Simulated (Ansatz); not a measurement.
Reaction (substitution at a C–O bond): `N=C=C(O)F` + H₂Se → `N=C=C(F)[SeH]` + H₂O

Gas-phase electronic energies from Ansatz, PBE0-D4/def2-TZVP geometries. CBS: MP2 limit from def2 TZ/QZ plus the TZ coupled-cluster correction, frozen cores. This one scheme is used for every species. DFT in def2-TZVPP. B3LYP here is the variant with VWN-RPA as its local correlation; programs differ in this. For Se outer-core shells are correlated without core-valence functions, which leaves a few kJ/mol of doubt a bond. Scalar relativity is left out up to krypton. One conformer a species, not always the lowest.

```tsv
level	ΔE (kJ/mol)	difference from CCSD(T)/CBS
PBE-D4	-34.0	5.3
r2SCAN-D4	-31.8	7.5
PBE0-D4	-31.4	7.9
B3LYP-D4	-31.9	7.4
ωB97X-V	-26.2	13.1
ωB97M-V	-28.9	10.4
B2PLYP	-33.1	6.2
PBE	-30.4	8.9
r2SCAN	-31.0	8.3
PBE0	-28.2	11.1
B3LYP	-25.8	13.5
HF/def2-TZVPP	-15.5	23.8
MP2/def2-TZVPP	-47.5	-8.2
SCS-MP2/def2-TZVPP	-40.6	-1.3
CCSD/def2-TZVPP	-30.7	8.6
CCSD(T)/def2-TZVPP	-34.0	5.3
HF/def2-QZVPP	-16.6	22.7
MP2/def2-QZVPP	-50.9	-11.6
SCS-MP2/def2-QZVPP	-43.9	-4.6
HF/CBS(def2)	-16.8	22.5
MP2/CBS(def2)	-52.7	-13.4
CCSD/CBS(def2)	-36.0	3.3
CCSD(T)/CBS	-39.3	0
```

Largest T1 diagnostic among the species: 0.014.

The D4 term adds −6.1 kJ/mol with B3LYP and −3.2 kJ/mol with PBE0; it sums over pairs of atoms, weighted by their polarisabilities, and B3LYP, whose exchange is more repulsive, gets the larger term. In def2-TZVPP, CCSD(T) changes the Hartree–Fock value by −18.5 kJ/mol (the triples alone add −3.4 kJ/mol) and MP2 by −32.0 kJ/mol.
